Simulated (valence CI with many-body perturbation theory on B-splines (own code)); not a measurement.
**Level structure of Ho⁵²⁺**

Level of theory: valence CI with perturbative core correlation (CI+MBPT): five valence electrons over a frozen Dirac-Fock core [Ne], radial functions for each j: 9 s, 9 p, 8 d, 6 f, 3 g, 1 h, with the one-electron correlation potential Σ1, the two-electron term Σ2, the three-electron term Σ3, Breit, model QED; selected CI, second order for the rest (own B-spline code, finite nucleus).

The last digits are not significant, and no measured levels were compared; by estimate large intervals hold to a few tenths of a per cent, small ones and those within an open d or f shell to about a per cent. Among the levels kept, up to 600 cm⁻¹ of a level comes from second order outside the variational space, and about a tenth of that is noise between levels of different J, which matters for small intervals.

Levels 1 to 45 of 54, with energies above the lowest level, (3s^2 3p1/2^2 3p3/2) J=3/2. "Leading %" is the weight of the configuration and term that name the level; weights of strongly mixed levels are sums over their largest components and can fall short. In the jj column 3d3/2^4 stands for four electrons in 3d with j = 3/2. Lifetimes count E1, E2, E3, M1 and M2 decay at the calculated energies, and are blank where another channel may lead or the interval is too uncertain; long ones can be off by a factor of two.

| No. | Configuration | Term | J | E (eV) | Leading % | Lifetime | Second component | Leading jj |
| --- | --- | --- | --- | --- | --- | --- | --- | --- |
| 1 | 3s2 3p3 | 2P° | 3/2 | 0.00 | 47 |  | 26 % 3s2 3p3 2D° | 3s^2 3p1/2^2 3p3/2 (99 %) |
| 2 | 3s2 3p2 3d | 2D | 3/2 | 201.94 | 39 | 114 ps | 35 % 3s2 3p2 3d 4F | 3s^2 3p1/2^2 3d3/2 (99 %) |
| 3 | 3s2 3p3 | 4S° | 3/2 | 208.99 | 54 | 11.0 ns | 44 % 3s2 3p3 2D° | 3s^2 3p1/2 3p3/2^2 (99 %) |
| 4 | 3s2 3p3 | 2D° | 5/2 | 219.59 | 99 | 58.3 ns |  | 3s^2 3p1/2 3p3/2^2 (99 %) |
| 5 | 3s2 3p3 | 2P° | 1/2 | 233.03 | 99 | 17.6 ns |  | 3s^2 3p1/2 3p3/2^2 (99 %) |
| 6 | 3s2 3p2 3d | 2D | 5/2 | 263.41 | 31 | 7.60 ps | 20 % 3s2 3p2 3d 4D | 3s^2 3p1/2^2 3d5/2 (96 %) |
| 7 | 3s 3p4 | 4P | 5/2 | 358.37 | 66 | 5.51 ps | 25 % 3s 3p4 2D | 3s 3p1/2^2 3p3/2^2 (91 %) |
| 8 | 3s 3p4 | 2P | 3/2 | 385.06 | 32 | 2.10 ps | 26 % 3s 3p4 2D | 3s 3p1/2^2 3p3/2^2 (70 %) |
| 9 | 3s 3p4 | 2S | 1/2 | 385.78 | 53 | 3.00 ps | 26 % 3s 3p4 4P | 3s 3p1/2^2 3p3/2^2 (85 %) |
| 10 | 3s2 3p2 3d | 4F | 5/2 | 409.07 | 46 | 173 ps | 46 % 3s2 3p2 3d 2F | 3s^2 3p1/2 3p3/2 3d3/2 (98 %) |
| 11 | 3s2 3p2 3d | 4F | 3/2 | 411.64 | 33 | 7.99 ps | 29 % 3s2 3p2 3d 4D | 3s^2 3p1/2 3p3/2 3d3/2 (93 %) |
| 12 | 3s2 3p2 3d | 4D | 1/2 | 411.73 | 80 | 122 ps | 13 % 3s2 3p2 3d 2P | 3s^2 3p1/2 3p3/2 3d3/2 (99 %) |
| 13 | 3s2 3p2 3d | 2G | 7/2 | 419.91 | 50 | 2.27 ns | 27 % 3s2 3p2 3d 2F | 3s^2 3p1/2 3p3/2 3d3/2 (97 %) |
| 14 | 3s2 3p3 | 2P° | 3/2 | 443.66 | 51 | 4.27 ns | 28 % 3s2 3p3 2D° | 3s^2 3p3/2^3 (98 %) |
| 15 | 3s2 3p2 3d | 2D | 5/2 | 445.81 | 34 | 629 fs | 24 % 3s2 3p2 3d 2F | 3s^2 3p1/2 3p3/2 3d3/2 (90 %) |
| 16 | 3s2 3p2 3d | 2D | 3/2 | 453.92 | 26 | 355 fs | 24 % 3s2 3p2 3d 4P | 3s^2 3p1/2 3p3/2 3d3/2 (78 %) |
| 17 | 3s2 3p2 3d | 2P | 1/2 | 453.94 | 38 | 491 fs | 33 % 3s2 3p2 3d 4P | 3s^2 3p1/2 3p3/2 3d3/2 (88 %) |
| 18 | 3s2 3p2 3d | 4D | 7/2 | 460.30 | 47 | 1.42 ns | 37 % 3s2 3p2 3d 4F | 3s^2 3p1/2 3p3/2 3d5/2 (99 %) |
| 19 | 3s2 3p2 3d | 2P | 3/2 | 469.74 | 44 | 9.41 ps | 23 % 3s2 3p2 3d 4P | 3s^2 3p1/2 3p3/2 3d5/2 (94 %) |
| 20 | 3s2 3p2 3d | 2G | 9/2 | 471.80 | 61 | 757 ns | 39 % 3s2 3p2 3d 4F | 3s^2 3p1/2 3p3/2 3d5/2 (99 %) |
| 21 | 3s2 3p2 3d | 2F | 5/2 | 473.35 | 34 | 9.56 ps | 27 % 3s2 3p2 3d 2D | 3s^2 3p1/2 3p3/2 3d5/2 (94 %) |
| 22 | 3s2 3p2 3d | 2F | 7/2 | 493.29 | 58 | 3.29 ps | 19 % 3s2 3p2 3d 2G | 3s^2 3p1/2 3p3/2 3d5/2 (94 %) |
| 23 | 3s2 3p2 3d | 2D | 5/2 | 493.43 | 41 | 1.91 ps | 32 % 3s2 3p2 3d 4P | 3s^2 3p1/2 3p3/2 3d5/2 (92 %) |
| 24 | 3s2 3p2 3d | 2D | 3/2 | 500.87 | 61 | 4.09 ps | 20 % 3s2 3p2 3d 2P | 3s^2 3p1/2 3p3/2 3d5/2 (96 %) |
| 25 | 3s2 3p2 3d | 2P | 1/2 | 504.19 | 54 | 2.86 ps | 35 % 3s2 3p2 3d 2S | 3s^2 3p1/2 3p3/2 3d5/2 (94 %) |
| 26 | 3s 3p3 3d | 4D° | 5/2 | 555.59 | 28 | 33.5 ps | 21 % 3s 3p3 3d 6D° | 3s 3p1/2^2 3p3/2 3d3/2 (94 %) |
| 27 | 3s 3p3 3d | 6D° | 3/2 | 557.57 | 26 | 17.8 ps | 25 % 3s 3p3 3d 4D° | 3s 3p1/2^2 3p3/2 3d3/2 (94 %) |
| 28 | 3s 3p3 3d | 4P° | 1/2 | 559.21 | 44 | 35.4 ps | 32 % 3s 3p3 3d 6D° | 3s 3p1/2^2 3p3/2 3d3/2 (95 %) |
| 29 | 3s 3p3 3d | 4F° | 7/2 | 564.22 | 24 | 35.9 ps | 19 % 3s 3p3 3d 6D° | 3s 3p1/2^2 3p3/2 3d3/2 (89 %) |
| 30 | 3s 3p4 | 4P | 3/2 | 578.96 | 66 | 1.70 ps | 18 % 3s 3p4 2D | 3s 3p1/2 3p3/2^3 (85 %) |
| 31 | 3s 3p3 3d | 2D° | 3/2 | 580.55 | 26 | 3.04 ps | 14 % 3s 3p3 3d 4F° | 3s 3p1/2^2 3p3/2 3d3/2 (80 %) |
| 32 | 3s 3p3 3d | 4G° | 5/2 | 592.18 | 23 | 1.63 ps | 21 % 3s 3p3 3d 2F° | 3s 3p1/2^2 3p3/2 3d3/2 (82 %) |
| 33 | 3s 3p4 | 2D | 5/2 | 594.08 | 63 | 1.73 ps | 22 % 3s 3p4 4P | 3s 3p1/2 3p3/2^3 (84 %) |
| 34 | 3s 3p3 3d | 4D° | 1/2 | 595.76 | 44 | 1.46 ps | 24 % 3s 3p3 3d 2P° | 3s 3p1/2^2 3p3/2 3d3/2 (87 %) |
| 35 | 3s 3p3 3d | 4F° | 9/2 | 607.49 | 47 | 36.8 ps | 33 % 3s 3p3 3d 6D° | 3s 3p1/2^2 3p3/2 3d5/2 (97 %) |
| 36 | 3s 3p4 | 2P | 1/2 | 612.11 | 46 | 866 fs | 28 % 3s 3p4 4P | 3s 3p1/2 3p3/2^3 (74 %) |
| 37 | 3s 3p4 | 2P | 3/2 | 614.26 | 42 | 762 fs | 26 % 3s 3p4 2D | 3s 3p1/2 3p3/2^3 (76 %) |
| 38 | 3s 3p3 3d | 4D° | 5/2 | 621.77 | 30 | 4.04 ps | 20 % 3s 3p3 3d 4P° | 3s 3p1/2^2 3p3/2 3d5/2 (92 %) |
| 39 | 3s2 3p 3d2 | 4G° | 5/2 | 622.61 | 44 | 1.20 ps | 28 % 3s2 3p 3d2 2F° | 3s^2 3p1/2 3d3/2^2 (81 %) |
| 40 | 3s 3p3 3d | 2F° | 7/2 | 629.51 | 30 | 4.60 ps | 28 % 3s 3p3 3d 4D° | 3s 3p1/2^2 3p3/2 3d5/2 (85 %) |
| 41 | 3s 3p3 3d | 2D° | 3/2 | 630.54 | 31 | 5.81 ps | 18 % 3s 3p3 3d 4D° | 3s 3p1/2^2 3p3/2 3d5/2 (85 %) |
| 42 | 3s 3p3 3d | 2F° | 7/2 | 644.68 | 26 | 1.66 ps | 15 % 3s 3p3 3d 4D° | 3s 3p1/2^2 3p3/2 3d5/2 (88 %) |
| 43 | 3s 3p3 3d | 2P° | 1/2 | 651.65 | 45 | 4.22 ps | 38 % 3s 3p3 3d 4D° | 3s 3p1/2^2 3p3/2 3d5/2 (94 %) |
| 44 | 3s 3p3 3d | 2D° | 5/2 | 656.68 | 24 | 1.62 ps | 21 % 3s 3p3 3d 2F° | 3s 3p1/2^2 3p3/2 3d5/2 (80 %) |
| 45 | 3s2 3p2 3d | 2D | 5/2 | 657.20 | 28 | 638 fs | 21 % 3s2 3p2 3d 4D | 3s^2 3p3/2^2 3d3/2 (86 %) |

Where two levels of one J and parity lie close, their mixing, g and order are uncertain.

The ionisation energy to 3s2 3p2 3P_0 of the next ion comes out as 4804.4 eV (NIST: 4802 ± 4 eV (theoretical)). All 54 levels together are meant to be complete up to 683.67 eV.
